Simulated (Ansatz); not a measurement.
The cluster Na4H5⁻, relaxed as a triplet with UKS PBE-D4/def2-SVPD in Ansatz, starting from the PBE-D4/def2-SVPD geometry of the charge -1 singlet. Force threshold 0.02 eV/Å.

The highest occupied level of the charge -1 triplet lies above zero (up to 0.12 eV). The electron is either unbound and held by the finite basis, or the level is raised by self-interaction error. In the triplet, H5 and H9 lie 0.77 Å apart (atoms count from 1), so H2 has formed as a molecule. At PBE-D4/def2-SVPD a singlet of charge -1 lies 0.87 eV below the triplet, each at its own geometry. The structure comes from a short search, and lower isomers may exist.

Start:

```xyz
9

Na    1.495   -1.359   -0.897
Na    0.516   -0.760    2.010
Na   -1.413    1.434    0.907
Na   -0.424    0.845   -1.996
H     0.612    0.581    0.091
H    -2.089    1.972   -1.111
H     1.694   -2.344    1.052
H    -1.164    0.397    2.825
H     0.773   -0.767   -2.881
```

```tsv
step	energy (eV)	largest force component (eV/Å)	SCF passes
1	-17724.2335	0.232	25
2	-17724.3598	0.182	31
3	-17724.4079	0.676	29
4 (rejected)	-17724.3985	0.128	57
5	-17724.4209	0.135	42
6	-17724.4524	0.127	36
7	-17724.4859	0.071	38
8	-17724.5033	0.136	33
9	-17724.5066	0.129	32
10	-17724.5173	0.122	29
11	-17724.5316	0.115	28
15	-17724.8172	0.410	23
19	-17725.5640	0.449	23
23	-17725.8849	0.056	17
27	-17725.9903	0.384	16
31	-17726.0738	0.129	19
35	-17726.1051	0.029	15
39	-17726.1482	0.284	15
43	-17726.1844	0.101	15
47	-17726.2098	0.040	15
51	-17726.2180	0.017	15
55	-17726.2243	0.025	16
59	-17726.2276	0.195	15
62	-17726.2309	0.018	15
```

Force components are those of the run's own axes.

End:

```xyz
9

Na    3.487   -5.297    2.801
Na    1.076   -1.818    1.649
Na   -1.054    1.322    0.256
Na   -2.721    4.208   -2.498
H    -0.200    0.892   -2.509
H    -2.041    2.851   -0.647
H     2.181   -3.420    2.181
H    -0.051   -0.217    1.116
H    -0.678    1.480   -2.350
```

Bonds lost: Na1–H9, Na4–H9 (atoms count from 1). Metal–metal contacts that move far: Na1–Na4 3.12 to 12.53 Å, Na1–Na2 3.13 to 4.39 Å, Na3–Na4 3.12 to 4.32 Å, Na2–Na3 3.12 to 4.04 Å.

The force fell under the threshold at step 51, but the optimiser went on and released 0.013 eV more. No frequencies were taken in this run, so the end may be a saddle point.

Run time 3.2 min (4 threads of Intel Xeon on a shared host).
